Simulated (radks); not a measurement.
Q: The mean radii <r> (bohr) of the occupied orbitals of an atom or ion are listed with their occupations. Method: scalar-relativistic Kohn-Sham, SCAN, spin-unpolarised, spherical densities, finite nucleus; meta-GGA in the generalised Kohn-Sham scheme; Fermi nuclear charge, rms radius of each element as measured or else 0.836 A^(1/3) + 0.57 fm; computed with a radial shooting solver on a logarithmic mesh with Libxc functionals.

orbital  occ.      <r>
1s          2  0.01632
2s          2  0.06873
2p          6  0.06234
3s          2   0.1774
3p          6   0.1792
3d         10   0.1625
4s          2   0.3915
4p          6   0.4172
4d         10   0.4397
5s          2   0.8798
4f         14   0.4677
5p          6    1.008
5d         10    1.359
6s          1    2.265
6f          1    15.05

Name the element and its charge.

A: Z = 81, thallium, charge +1: Tl+ in [Xe] 4f14 5d10 6s1 6f1. The 1s radius gives Z: for a bare nucleus <r> = (2 gamma + 1)/(2Z) with gamma = sqrt(1 - (Z/c)^2), 0.01613 bohr for Z = 81, and screening makes it slightly larger (0.01632 here). The occupations add up to 80, and the charge is Z minus that.
